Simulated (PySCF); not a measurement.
**Which determinant of SiSe lies lowest?**

Unrestricted PBE0; Si cc-pV(T+d)Z, Se cc-pVTZ-PP with ECP10; scalar-relativistic core potentials (PySCF 2.14). Outer shells of the fragments: Si 3s2 3p2; Se 3d10 4s2 4p4.

Followed along the bond (rough minima from three points):

```csv
2Ms+1,unpaired,⟨S²⟩ at the start,R at minimum (Å),Te (eV)
1,none,0.00,2.07,0.00
3,π ↑↑,2.01,2.31,2.52
5,"σ ↑, π ↑↑↑",6.01,none in the scan,≤ 4.84
```

Solutions found at the starting distance of 2.230 Å, counted from the lowest of them; the search is not exhaustive and high or unbound solutions are not listed, so other states can lie among these:

| 2Ms+1 | unpaired | term | E (eV) | ⟨S²⟩ | ⟨Lz²⟩ | μ (D) |
| --- | --- | --- | --- | --- | --- | --- |
| 1 | none | ¹Σ⁺ | 0.00 | 0.00 | 0.00 | -1.96 |
| 3 | π ↑↑ | mixed | 2.26 | 2.01 | 2.02 | 0.30 |
| 3 | π ↑↑ | mixed | 2.61 | 2.01 | 2.02 | 0.08 |
| 1 | π ↑↓ | mixed | 2.66 | 1.01 | 2.02 | 0.02 |
| 3 | σ ↑, π ↑ | ³Π | 2.68 | 2.01 | 1.01 | -1.71 |
| 1 | σ ↓, π ↑ | mixed | 3.01 | 1.02 | 1.01 | -1.42 |
| 5 | σ ↑, π ↑↑↑ | ⁵Π | 4.65 | 6.01 | 1.01 | 0.57 |
| 3 | σ ↑, π ↑↑↓ | mixed | 5.43 | 3.02 | 3.04 | 1.04 |
| 5 | π ↑↑↑↑ | ⁵Σ⁺ | 5.53 | 6.02 | 0.00 | 4.11 |
| 1 | σ ↓, π ↑↑↓ | mixed | 5.58 | 2.02 | 3.04 | 0.95 |
| 3 | σ ↑↑ | ³Σ⁺ | 5.70 | 2.02 | 0.00 | -1.07 |
| 3 | σ ↑, π ↑ | ³Π | 5.71 | 2.01 | 1.02 | 0.28 |
| 1 | σ ↓, π ↑ | mixed | 5.88 | 1.01 | 1.01 | 0.30 |
| 5 | σ ↑↑, π ↑↑ | mixed | 7.53 | 6.01 | 2.02 | 0.78 |

A term symbol is given only where ⟨S²⟩ and ⟨Lz²⟩ are close to those of a pure state; real π, δ and φ orbitals otherwise mix terms. A positive dipole means Si(−)Se(+).

Question: Compare the gap between the two lowest followed solutions at the starting distance with the gap between their minima.

Answer: At PBE0 the second solution (triplet, unpaired electrons π ↑↑) lies +2.26 eV from the first (singlet, closed shell) at 2.230 Å and +2.52 eV at the minima; the two curves relax by different amounts, since their minima lie near 2.31 and 2.07 Å.

Counting both spins, an empty level lies below a filled one in some of these solutions, because spin and occupation are held.
